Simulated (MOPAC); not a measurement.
MOPAC input (PM7):

```
PM7 FORCE THERMO(298,298) PRECISE LET UHF MS=0.5 GEO-OK AUX(PRECISION=9) THREADS=1
CH2I

C    -1.30230597 1   -1.18562296 1    0.04323724 1
I     0.21124613 1    0.19231906 1   -0.00701348 1
H    -1.68169517 1   -1.49458663 1    0.98519694 1
H    -1.67916654 1   -1.56515116 1   -0.87361459 1
```

Output:

```
 *******************************************************************************
 **                                                                           **
 **                              MOPAC v23.2.5                                **
 **                                                                           **
 *******************************************************************************
 ** MOPAC's Digital Object Identifier: https://doi.org/10.5281/zenodo.6511958 **
 **                                                                           **
 ** Please cite the open-source release paper for use of this MOPAC version:  **
 ** J. E. Moussa and J. J. P. Stewart (2026)                                  **
 ** MOPAC: An open-source semiempirical molecular orbital program             **
 ** J. Open Source Softw., 11(119), 8025, https://doi.org/10.21105/joss.08025 **
 *******************************************************************************

                              PM7 CALCULATION RESULTS

 *******************************************************************************
 *  PM7        - The PM7 Hamiltonian to be used
 *  GEO-OK     - OVERRIDE INTERATOMIC DISTANCE AND OTHER SAFETY CHECKS
 *  UHF        - UNRESTRICTED HARTREE-FOCK CALCULATION
 *  MS=        - IN MECI, MAGNETIC COMPONENT OF SPIN =  0.5
 *  LET        - OVERRIDE SOME SAFETY CHECKS
 *  PRECISE    - TIGHTER CRITERIA TO BE USED
 *  FORCE      - FORCE CALCULATION SPECIFIED
 *  AUX        - OUTPUT AUXILIARY INFORMATION
 *  THERMO     - THERMODYNAMIC QUANTITIES TO BE CALCULATED
 *******************************************************************************
PM7 FORCE THERMO(298,298) PRECISE LET UHF MS=0.5 GEO-OK AUX(PRECISION=9) THREADS=1
 CH2I

   ATOM   CHEMICAL          X               Y               Z
  NUMBER   SYMBOL      (ANGSTROMS)     (ANGSTROMS)     (ANGSTROMS)

     1       C         -1.30230597  *  -1.18562296  *   0.04323724  *
     2       I          0.21124613  *   0.19231906  *  -0.00701348  *
     3       H         -1.68169517  *  -1.49458663  *   0.98519694  *
     4       H         -1.67916654  *  -1.56515116  *  -0.87361459  *

          CARTESIAN COORDINATES

    NO.       ATOM           X           Y           Z

     1         C         -1.3023     -1.1856      0.0432
     2         I          0.2112      0.1923     -0.0070
     3         H         -1.6817     -1.4946      0.9852
     4         H         -1.6792     -1.5652     -0.8736

 General Reference for PM7:
 "Optimization of Parameters for Semiempirical Methods VI: More Modifications to the
 NDDO Approximations and Re-optimization of Parameters", J. J. P. Stewart, J. Mol. Mod., 1:32, 19 (2013)
 https://link.springer.com/article/10.1007/s00894-012-1667-x

           Empirical Formula: C H2 I  =     4 atoms

      MOLECULAR POINT GROUP   :   C2v

          UHF CALCULATION, NO. OF ALPHA ELECTRONS =    7
                           NO. OF BETA  ELECTRONS =    6

          HEAT OF FORMATION =      41.998934 KCALS/MOLE

          CARTESIAN COORDINATE DERIVATIVES

   NUMBER  ATOM         X            Y            Z

     1       C     -0.008430     0.000007     0.000001
     2       I      0.005606    -0.000000    -0.000000
     3       H      0.001414     0.002572    -0.000000
     4       H      0.001410    -0.002579    -0.000000

 DIPOLE           X         Y         Z       TOTAL
 POINT-CHG.    -0.533    -0.000    -0.000     0.533
 HYBRID        -0.712     0.000    -0.000     0.712
 SUM           -1.246    -0.000    -0.000     1.246

          GRADIENT NORM =   0.01094

          MOLECULAR WEIGHT =  140.93

          ROTATIONAL CONSTANTS IN CM(-1)

          A =    9.66745382   B =    0.29434836   C =    0.28565104

           PRINCIPAL MOMENTS OF INERTIA IN UNITS OF 10**(-40)*GRAM-CM**2

          A =        2.8956   B =       95.1008   C =       97.9963

          ORIENTATION OF MOLECULE IN FORCE CALCULATION

    NO.       ATOM         X         Y         Z

     1          C      -1.8364    0.0000    0.0000
     2          I       0.2111    0.0000    0.0000
     3          H      -2.3479    0.9301    0.0000
     4          H      -2.3479   -0.9301   -0.0000

    FIRST DERIVATIVES WILL BE USED IN THE CALCULATION OF SECOND DERIVATIVES

    FOR POINT-GROUP C2v  THERE ARE   4 UNIQUE SYMMETRY FUNCTIONS.


(To convert to Hartree/Bohr^2, multiply by (10^(-21) x N x a0^2)/(4.184 x 627.51) =  0.0642)

           FORCE MATRIX IN MILLIDYNES/ANGSTROM

                  C  1       I  2       H  3       H  4
 ------------------------------------------------------
     C    1   8.196490
     I    2   2.832965   3.768102
     H    3   3.712764   0.555088   4.208212
     H    4   3.714069   0.553099   0.421374   4.208212

          HEAT OF FORMATION =      41.998934 KCALS/MOLE

          ZERO POINT ENERGY      13.139 KCAL/MOL

           NORMAL COORDINATE ANALYSIS (Total motion = 1 Angstrom)

   Root No.       1         2         3         4         5         6

                 1 A1      1 B1      1 B2      2 A1      2 B2      3 A1

                 703.3     747.3     949.9    1325.2    2716.3    2748.8

           1    0.3791    0.0000   -0.0000   -0.0510    0.0000   -0.0346
           2    0.0000    0.0000    0.0716    0.0000   -0.0652   -0.0000
           3    0.0000   -0.0948    0.0000    0.0000   -0.0000    0.0000
           4   -0.0405   -0.0000    0.0000   -0.0017    0.0000   -0.0003
           5   -0.0000   -0.0000   -0.0038   -0.0000   -0.0002   -0.0000
           6   -0.0000    0.0018   -0.0000   -0.0000   -0.0000   -0.0000
           7    0.2889   -0.0000   -0.4225    0.4079   -0.2430    0.2259
           8   -0.0283   -0.0000   -0.1877    0.2408    0.3992   -0.4264
           9   -0.0000    0.4517   -0.0000    0.0000    0.0000   -0.0000
          10    0.2889   -0.0000    0.4225    0.4079    0.2430    0.2259
          11    0.0283   -0.0000   -0.1877   -0.2408    0.3992    0.4264
          12    0.0000    0.4517   -0.0000   -0.0000    0.0000    0.0000

           MASS-WEIGHTED COORDINATE ANALYSIS (NORMAL COORDINATES)

   Root No.       1         2         3         4         5         6

                 1 A1      1 B1      1 B2      2 A1      2 B2      3 A1

                 703.3     747.3     949.9    1325.2    2716.3    2748.8

           1    0.9058    0.0000   -0.0000   -0.2542    0.0000   -0.1723
           2    0.0000    0.0000    0.3529    0.0000   -0.3224   -0.0000
           3    0.0000   -0.4556    0.0000    0.0000   -0.0000    0.0000
           4   -0.3143   -0.0000    0.0000   -0.0267    0.0000   -0.0051
           5   -0.0000   -0.0000   -0.0608   -0.0000   -0.0027   -0.0000
           6   -0.0000    0.0280   -0.0000   -0.0000   -0.0000   -0.0000
           7    0.2000   -0.0000   -0.6034    0.5887   -0.3481    0.3260
           8   -0.0196   -0.0000   -0.2680    0.3475    0.5717   -0.6155
           9   -0.0000    0.6292   -0.0000    0.0000    0.0000   -0.0000
          10    0.2000   -0.0000    0.6034    0.5887    0.3481    0.3260
          11    0.0196   -0.0000   -0.2680   -0.3475    0.5717    0.6155
          12    0.0000    0.6292   -0.0000   -0.0000    0.0000    0.0000

          DESCRIPTION OF VIBRATIONS

 VIBRATION          1    1A1         ATOM PAIR     ENERGY CONTRIBUTION    RADIAL
 FREQUENCY           703.33         C 1 -- I 2         +40.7% (117.7%)    100.0%
 TRANSITION DIPOLE   0.7349         C 1 -- H 4         +29.6% (100.4%)     20.9%
 TRAVEL (Ang.)       0.1014         C 1 -- H 3         +29.6% (100.4%)     20.9%
 REDUCED MASS        9.3274
 EFFECTIVE MASS     19.1868
 FORCE CONSTANT      2.7185

 VIBRATION          2    1B1         ATOM PAIR     ENERGY CONTRIBUTION    RADIAL
 FREQUENCY           747.25         C 1 -- H 3         +47.2% ( 60.4%)      0.0%
 TRANSITION DIPOLE   1.0421         C 1 -- H 4         +47.2% ( 60.4%)      0.0%
 TRAVEL (Ang.)       0.3291         C 1 -- I 2          +5.6% ( 20.8%)      0.0%
 REDUCED MASS        0.8333
 EFFECTIVE MASS      2.3188
 FORCE CONSTANT      0.2741

 VIBRATION          3    1B2         ATOM PAIR     ENERGY CONTRIBUTION    RADIAL
 FREQUENCY           949.88         C 1 -- H 3         +46.2% ( 86.5%)      8.6%
 TRANSITION DIPOLE   0.1977         C 1 -- H 4         +46.2% ( 86.5%)      8.6%
 TRAVEL (Ang.)       0.3526         C 1 -- I 2          +7.5% ( 34.9%)      0.0%
 REDUCED MASS        0.5710
 EFFECTIVE MASS      2.4552
 FORCE CONSTANT      0.3035

 VIBRATION          4    2A1         ATOM PAIR     ENERGY CONTRIBUTION    RADIAL
 FREQUENCY          1325.22         C 1 -- H 4         +48.4% ( 62.6%)      1.2%
 TRANSITION DIPOLE   0.0504         C 1 -- H 3         +48.4% ( 62.6%)      1.2%
 TRAVEL (Ang.)       0.3221         C 1 -- I 2          +3.3% ( 16.3%)    100.0%
 REDUCED MASS        0.4905
 EFFECTIVE MASS      1.4860
 FORCE CONSTANT      0.5075

 VIBRATION          5    2B2         ATOM PAIR     ENERGY CONTRIBUTION    RADIAL
 FREQUENCY          2716.35         C 1 -- H 3         +49.4% ( 72.6%)     98.3%
 TRANSITION DIPOLE   0.8114         C 1 -- H 4         +49.4% ( 72.6%)     98.3%
 TRAVEL (Ang.)       0.2155         C 1 -- I 2          +1.2% ( 11.1%)      0.0%
 REDUCED MASS        0.5344
 EFFECTIVE MASS      1.5967
 FORCE CONSTANT      2.3230

 VIBRATION          6    3A1         ATOM PAIR     ENERGY CONTRIBUTION    RADIAL
 FREQUENCY          2748.76         C 1 -- H 4         +49.8% ( 69.1%)     96.9%
 TRANSITION DIPOLE   0.7449         C 1 -- H 3         +49.8% ( 69.1%)     96.9%
 TRAVEL (Ang.)       0.2249         C 1 -- I 2          +0.3% (  5.4%)    100.0%
 REDUCED MASS        0.4850
 EFFECTIVE MASS      1.1722
 FORCE CONSTANT      2.1592

      SYMMETRY NUMBER FOR POINT-GROUP C2v =  2

          SYSTEM IS A GROUND STATE

 CH2I

          MOLECULE IS NOT LINEAR

          THERE ARE  6 GENUINE VIBRATIONS IN THIS SYSTEM
          THIS THERMODYNAMICS CALCULATION IS LIMITED TO
          MOLECULES WHICH HAVE NO INTERNAL ROTATIONS

                    CALCULATED THERMODYNAMIC PROPERTIES
                                          *
   TEMP. (K)   PARTITION FUNCTION   H.O.F.    ENTHALPY  HEAT CAPACITY ENTROPY
                                   KCAL/MOL   CAL/MOLE    CAL/K/MOL  CAL/K/MOL

 298.00  VIB.     0.1076D+01                   163.5818     2.1350     0.6950
         ROT.     0.2930D+04                   888.2803     2.9808    18.8442
         INT.     0.3153D+04                  1051.8621     5.1158    19.5392
         TRA.     0.1617D+28                  1480.4672     4.9680    40.7385
         TOT.                       41.999    2532.3293    10.0838    60.2777

   *: NOTE: HEATS OF FORMATION ARE RELATIVE TO THE
            ELEMENTS IN THEIR STANDARD STATE AT 298K
              (=  Standard Enthalpy of Formation).

            Hvib:  Zero-point energy is not included.
                   frequencies of less than zero cm-1 are not included.
            Hrot = (3/2)RT
            Htra = (3/2)RT + pV = (5/2)RT

            Heat capacity is Cp, not Cv

          For more information, see: HTTP://OpenMOPAC.net/Manual/thermochemistry.html

           FORCE CONSTANT IN CARTESIAN COORDINATES (Millidynes/A)

    ATOM   CHEMICAL       X               Y               Z
   NUMBER   SYMBOL  FORCE CONSTANT  FORCE CONSTANT  FORCE CONSTANT

      1       C        5.262682        6.225560        0.820232
      2       I        3.762391        0.256459        0.033821
      3       H        1.576003        3.296451        0.132456
      4       H        1.576003        3.296451        0.132456

 **********************
 *                    *
 * JOB ENDED NORMALLY *
 *                    *
 **********************

 == MOPAC DONE ==
```
